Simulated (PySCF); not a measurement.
## Relaxation of singlet TiS(OH)2

Level of theory: B3LYP in PySCF with Ti def2-SVP, S def2-SVP, O def2-SVP, H def2-SVP; no relativity; density-fitted integrals. A (50,194) grid was used.

A hand-made trigonal pyramidal (heavy-atom frame) start, with no symmetry imposed:

Coordinates in bohr (charge 0 multiplicity 1):
```
Ti    0.2310    0.4247   -1.0620
S    -1.5293   -2.6242    0.8100
O     3.5515    0.4247    0.7034
O    -1.4291    3.3003    0.7034
H     4.5810   -0.9650    1.2509
H    -0.7405    4.8868    1.2509
```

Question: What forces act on the atoms at the start (eV/Å)?

Answer: 
```tsv
atom	Fx	Fy	Fz
Ti1	1.00	1.37	5.81
S2	0.40	0.68	-1.32
O3	-2.45	0.68	-2.51
O4	0.77	-2.48	-2.20
H5	-0.19	-0.39	0.19
H6	0.47	0.14	0.03
```

Question: What does it relax to?

Answer: It ends at C1 with O–H 0.965 Å (×2), Ti–O 1.795 Å, Ti–O 1.803 Å, Ti–S 2.080 Å; H–O–Ti 132.8°, H–O–Ti 138.9°, O–Ti–O 123.2°, O–Ti–S 117.4°, O–Ti–S 118.0° (after a last refinement on a finer grid). A frequency run shows a minimum. Other isomers or separated fragments may lie lower.

Question: How much energy is released, and in how many steps?

Answer: 139.6 kJ/mol in 20 steps.

The relaxation took of the order of 90 core-seconds on a shared host.
